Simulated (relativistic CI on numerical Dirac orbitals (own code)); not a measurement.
Calculated at this level of theory: Dirac-Coulomb-Breit CI, orbitals from a KLI potential per configuration, model QED (radiative potential, 1s self-energy scaled to tabulated hydrogen-like ionisation energies), unscaled Slater integrals (own radial code, finite nucleus).

The strongest absorption lines from the ground level of an ion, among the configurations computed and to levels below about 271 eV (vacuum wavelength in Å, gf): 94.830 (2.2), 100.34 (1.5), 101.86 (2.2), 103.65 (0.33), 105.16 (0.27), 112.32 (1), 116.59 (0.72), 118.62 (0.5).

(1) Which ion is it?
A. Se XV
B. Sr XIX
C. Se XIII
D. Se XVII

## Answers

(1) A. Se XV has 20 electrons and the ground level 3s2.3p6.3d2 3F_2; the strongest line goes to 3s2.3p5.3d3 3D°_1. The pattern of lines fixes the number of electrons, and along that sequence the line energies rise steadily with the charge (about as its square where n changes within one kind of shell, about linearly where n is kept but much faster in heavy ions where fine structure, which grows about as Z⁴, sets the gap, and irregularly where shells cross), which fixes Z. Configurations outside the model, such as inner-shell arrays, can give stronger lines. At this charge energies of transitions that change n are usually good to better than 1 %, and those within a shell (Δn = 0) to a few per cent. Terms inside the open d or f shell come out 10 to 20 % too wide with unscaled integrals.

LS names give the leading component of a level, which can be under half, so a name can repeat, a term be missing and a line seem to break the LS rules.
